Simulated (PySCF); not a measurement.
**Palladium: highly charged ions in a basis for the neutral atom**

Pd(13+) [Ar] 3d10 4s2 4p3, Pd(14+) [Ar] 3d10 4s2 4p2. Computed with PySCF 2.14 in cc-pVTZ-PP with ECP28MDF, with a scalar-relativistic core potential. No spin-orbit coupling, so a gap to NIST mixes the basis error with missing relativistic terms.

Changed run: basis of the neutral atom used for a highly charged ion. This setting is unsound on purpose.

```csv
species,method,sound run (hartree),changed run (hartree),converged
Pd(13+),UHF,not run,-69.58918,yes
Pd(13+),BP86,not run,-69.82926,yes
Pd(13+),MN15,not run,-69.62941,yes
Pd(14+),UHF,not run,-57.99549,yes
Pd(14+),BP86,not run,-58.21997,yes
Pd(14+),MN15,not run,-58.08279,yes
```

Ionisation energy of Pd(13+):

```tsv
method	changed run (eV)	NIST (eV)
UHF	315.48	311 ± 3
BP86	315.90	311 ± 3
MN15	314.20	311 ± 3
```

The contracted functions were made for the neutral atom and can be too rigid for a highly charged ion.
